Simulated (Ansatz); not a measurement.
The first iterations of a band of BH$_{9}$SSi$_{2}$Sn (14 atoms, charge 0, multiplicity 1).

Level of theory: Ansatz 0.2.0, RKS PBE-D4/def2-SVP.

```
movable images  : 5
climbing image  : yes
spring          : 5.0 eV/Å²
optimiser       : quadratic models (default)
start path      : IDPP
force threshold : 0.05 eV/Å
iteration limit : 60
end points      : relaxed
```

First end point:

```xyz
14
Properties=species:S:1:pos:R:3
Si -1.760 0.265 -0.826
B -0.007 -0.718 -0.747
Si 0.426 -1.552 0.912
S -0.269 -0.936 2.823
Sn 1.622 0.967 -0.397
H -1.736 1.491 -1.707
H -2.163 0.766 0.550
H -2.894 -0.608 -1.305
H 0.411 -1.350 -1.704
H 1.513 -2.547 1.234
H -1.210 -0.098 2.285
H 2.075 1.443 -1.995
H 0.900 2.295 0.448
H 3.078 0.552 0.457
```

Last end point:

```xyz
14
Properties=species:S:1:pos:R:3
Si -1.012 -0.785 -1.781
B -0.742 0.183 -0.031
Si -0.113 -0.908 1.397
S -0.236 -0.581 3.499
Sn 1.387 1.216 -0.238
H -2.376 -1.428 -1.869
H 0.007 -1.885 -1.975
H -0.879 0.137 -2.969
H -1.504 1.075 0.306
H 0.832 -2.076 1.290
H -1.127 0.447 3.381
H 1.920 0.999 -1.870
H 1.135 2.890 0.109
H 2.695 0.688 0.780
```

| iteration | highest image above the first end (eV) | largest band force component (eV/Å) |
| --- | --- | --- |
| 1 | 3.136 | 1.171 |
| 2 | 2.422 | 0.712 |
| 3 | 2.014 | 1.284 |
| 4 | 1.846 | 0.922 |
| 5 | 1.718 | 0.579 |
| 6 | 1.806 | 0.538 |
| 7 | 1.759 | 0.733 |
| 8 | 1.647 | 0.782 |
| 9 | 1.561 | 0.852 |
| 10 | 1.519 | 0.913 |
| 11 | 1.558 | 0.967 |
| 12 | 1.708 | 1.020 |
| 13 | 1.737 | 1.017 |
| 14 | 1.821 | 0.961 |
| 15 | 1.928 | 0.950 |
| 16 | 1.825 | 0.697 |
| 17 | 1.833 | 0.815 |

Problem. Does the band converge within its limit, and where does its top end?

Solution. The run converged. It ended after 52 iterations with the highest image 1.753 eV above the first end. The profile has 2 maxima (images 3, 5) with wells between them (image 4): this band takes more than one step, which may be the mechanism or a detour left from its start path. Neighbouring images differ by up to 1.7 eV, so the band resolves the path poorly. A vibrational analysis at the climbing image gives one clearly imaginary mode, 562i cm⁻¹: a first-order saddle point.

Time of the run: 10 min on 2 threads of Intel(R) Xeon(R) Platinum 8488C (Sapphire Rapids) (shared host), peak memory 0.22 GiB.
